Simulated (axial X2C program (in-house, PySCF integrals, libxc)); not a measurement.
**Photoelectron levels of AsN by EOM-IP-CCSD**

Computed with an axial X2C code built on PySCF integrals: two-component X2C with atomic mean-field Coulomb and Gaunt terms, Gaussian nuclei, basis As dyall-cv3z, N dyall-av3z with contracted cores.

R = 1.599 Å (near the PBE0 minimum at charge 0 of the determinant lowest at the starting distance; the state shown can have its own minimum elsewhere).

Hartree–Fock spinors of AsN (one of each Kramers pair; a window near the gap, which can cut inner shells):

| ω | occupied | ε (eV) | character |
| --- | --- | --- | --- |
| 1/2 | yes | -30.07 | 57% N s, 18% As s, 11% As p |
| 1/2 | yes | -18.40 | 38% As s, 28% N p, 16% N s |
| 1/2 | yes | -12.52 | 51% N p, 29% As p, 10% As s |
| 3/2 | yes | -11.41 | 61% N p, 32% As p, 3% N d |
| 1/2 | yes | -11.22 | 55% N p, 38% As p, 4% N d |
| 3/2 | no | 0.75 | 49% As p, 26% N p, 15% As d |
| 1/2 | no | 0.82 | 44% As p, 30% N p, 16% As d |
| 1/2 | no | 2.31 | 55% N p, 20% N s, 16% As p |
| 1/2 | no | 2.57 | 93% N p, 4% As p |
| 3/2 | no | 2.59 | 93% N p, 4% As p, 2% N d |
| 1/2 | no | 2.64 | 67% N s, 26% N p, 4% As d |

Vertical ionisation energies of AsN to the states of AsN⁺:

```csv
Ω of AsN⁺,vertical IE (eV),above lowest (cm⁻¹),ionised spinor,one-hole weight
1/2,11.240,0,"58% N pσ, 21% As pσ, 12% N sσ",0.92
3/2,11.693,3655,"61% N pπ, 32% As pπ",0.94
1/2,11.791,4446,"54% N pπ, 37% As pπ",0.94
1/2,16.490,42344,"42% As sσ, 22% As pσ, 16% N pσ",0.82
```

**Question.** What is the splitting of the first π pair in the table, and is it regular or inverted?

**Answer.** E(3/2) − E(1/2) = 3655 − 4446 = -791 cm⁻¹ at EOM-IP-CCSD: inverted, Ω = 3/2 lower. Splittings at this level can be off by ten to twenty per cent.

This point took 6.8 s on 1 thread of Intel(R) Xeon(R) Processor @ 2.30GHz, on a shared host.

Reference electrons by ω block (each with its −ω partner): 1/2: 14, 3/2: 5, 5/2: 1. 10 electrons of AsN correlated (inner shells frozen), 94 natural virtual spinors (a truncated set); levels can be off by some tenths of an eV. Roots sought by Ω: (1/2: 4, 3/2: 3, 5/2: 1); rows need 60 % one-particle weight and stop where some Ω has no more roots. Missing are any skipped roots, higher Ω and states of a further excitation; these come out far too high here and may in truth be low or lowest. T1 of the reference 0.023 (Lee–Taylor). Number of frozen shells: As 3 s, 2 p, 1 d; N 1 s.
